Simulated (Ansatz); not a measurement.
Steps of a relaxation of CH$_{4}$AlClFNSi, SMILES `N=[C](Cl)[Al]([F])[SiH3]` with RKS PBE-D4/def2-SVP.

```sh
$ ansatz run in.yaml --threads 4 --pin off --events-out ev --progress --plain --max-ram 10444MiB
```

```yaml
crystal:
  periodic: [false, false, false]
  atoms:
    - {symbol: N, position_ang: [0.075900, -1.403200, -1.880900]}
    - {symbol: C, position_ang: [-0.065600, -0.081200, -1.903000]}
    - {symbol: Cl, position_ang: [-0.201600, 0.772500, -3.445900]}
    - {symbol: Al, position_ang: [-0.008200, 0.978200, -0.227900]}
    - {symbol: F, position_ang: [-0.207000, 2.755500, -0.301500]}
    - {symbol: Si, position_ang: [0.059400, -0.121400, 1.854700]}
    - {symbol: H, position_ang: [0.118500, -1.884600, -1.006600]}
    - {symbol: H, position_ang: [1.356800, -0.877700, 1.912600]}
    - {symbol: H, position_ang: [-1.071800, -1.044400, 2.036200]}
    - {symbol: H, position_ang: [0.026800, 0.855100, 2.965200]}
basis:
  gaussian: {orbitals: def2-SVP}
hamiltonian: {xc: pbe, dispersion: d4}
relax: {f_tol: 0.03, max_steps: 200}
```

Positions (Å) and forces (eV/Å) along the path, 7 of 7 steps:

```xyz
10
step=1 energy=-32276.1281 eV
N     0.076   -1.403   -1.881   -0.605    3.625   -2.626
C    -0.066   -0.081   -1.903    0.605   -3.272    0.928
Cl   -0.202    0.772   -3.446    0.045   -0.336    0.085
Al   -0.008    0.978   -0.228   -0.668    2.766   -0.890
F    -0.207    2.756   -0.301    0.340   -2.280    0.087
Si    0.059   -0.121    1.855    0.546   -0.072    0.319
H     0.118   -1.885   -1.007    0.108   -0.081    1.626
H     1.357   -0.878    1.913    0.042   -0.155    0.101
H    -1.072   -1.044    2.036   -0.447   -0.483    0.013
H     0.027    0.855    2.965    0.034    0.287    0.356
10
step=2 energy=-32276.4135 eV
N     0.011   -1.362   -1.928    0.404    0.502   -0.293
C    -0.033   -0.076   -1.927   -0.316   -1.114    0.442
Cl   -0.277    0.723   -3.486   -0.032    0.105   -0.032
Al   -0.128    1.002   -0.257    0.523    1.937   -0.343
F    -0.082    2.753   -0.378   -0.158   -1.760    0.172
Si    0.063   -0.127    1.897    0.030   -0.031    0.016
H     0.232   -1.792   -1.006   -0.280    0.373   -0.019
H     1.344   -0.917    2.015    0.006    0.032   -0.093
H    -1.064   -1.103    2.039   -0.143   -0.118    0.065
H     0.017    0.847    3.034   -0.034    0.073    0.085
10
step=3 energy=-32276.5078 eV
N     0.045   -1.390   -1.991    0.203    0.298    0.162
C    -0.045   -0.114   -1.927   -0.146   -0.633    0.334
Cl   -0.273    0.743   -3.461   -0.024    0.166   -0.105
Al   -0.099    1.008   -0.261    0.252    1.178   -0.186
F    -0.095    2.735   -0.337   -0.064   -1.259   -0.010
Si    0.058   -0.103    1.916   -0.024   -0.003   -0.043
H     0.205   -1.831   -1.057   -0.155    0.300   -0.190
H     1.345   -0.884    2.001    0.015   -0.012   -0.017
H    -1.073   -1.084    2.059   -0.042   -0.053    0.044
H     0.015    0.868    3.061   -0.016    0.019    0.011
10
step=4 energy=-32276.5542 eV
N     0.078   -1.398   -2.018   -0.018    0.074    0.406
C    -0.063   -0.133   -1.909    0.054   -0.168    0.175
Cl   -0.262    0.783   -3.420   -0.021    0.127   -0.124
Al   -0.073    1.018   -0.258   -0.010    0.327   -0.170
F    -0.113    2.710   -0.395    0.005   -0.549    0.032
Si    0.055   -0.099    1.926   -0.028    0.039   -0.033
H     0.178   -1.834   -1.073   -0.018    0.162   -0.283
H     1.344   -0.880    1.993    0.012   -0.014    0.021
H    -1.076   -1.088    2.079    0.024    0.027   -0.007
H     0.015    0.870    3.077    0.001   -0.025   -0.018
10
step=5 energy=-32276.5637 eV
N     0.074   -1.395   -2.010    0.000   -0.020    0.287
C    -0.061   -0.133   -1.906    0.031   -0.006    0.085
Cl   -0.261    0.791   -3.418   -0.015    0.068   -0.085
Al   -0.068    1.014   -0.263   -0.019    0.101   -0.076
F    -0.119    2.693   -0.404    0.003   -0.222    0.017
Si    0.057   -0.099    1.922   -0.014    0.017   -0.022
H     0.177   -1.818   -1.063   -0.013    0.064   -0.198
H     1.344   -0.883    1.994    0.004   -0.010    0.019
H    -1.076   -1.087    2.074    0.023    0.025   -0.008
H     0.016    0.867    3.075    0.000   -0.017   -0.019
10
step=6 energy=-32276.5672 eV
N     0.071   -1.389   -1.991   -0.020    0.011    0.029
C    -0.058   -0.125   -1.903    0.003   -0.011   -0.004
Cl   -0.256    0.791   -3.425    0.006   -0.001   -0.017
Al   -0.067    1.009   -0.266   -0.005    0.037   -0.004
F    -0.128    2.681   -0.405   -0.003   -0.018    0.012
Si    0.062   -0.103    1.913    0.019   -0.010    0.000
H     0.168   -1.802   -1.044    0.014   -0.012   -0.018
H     1.346   -0.890    1.998   -0.004   -0.001    0.004
H    -1.072   -1.087    2.063   -0.005    0.001   -0.002
H     0.018    0.864    3.065   -0.004    0.004   -0.001
10
step=7 energy=-32276.5675 eV
N     0.064   -1.388   -1.988    0.005    0.011    0.011
C    -0.058   -0.124   -1.904    0.004   -0.003   -0.015
Cl   -0.250    0.788   -3.430   -0.003   -0.003   -0.002
Al   -0.067    1.010   -0.267    0.004    0.010    0.003
F    -0.134    2.681   -0.399   -0.005    0.005    0.003
Si    0.064   -0.104    1.912    0.013   -0.009   -0.002
H     0.168   -1.800   -1.042   -0.008   -0.015   -0.001
H     1.348   -0.893    2.000   -0.004    0.001    0.002
H    -1.071   -1.086    2.060   -0.004    0.000    0.000
H     0.019    0.864    3.062   -0.002    0.002    0.000
```

Run time 14 s (4 threads of an Arm Neoverse V1 on a shared host); peak host memory 0.22 GiB.
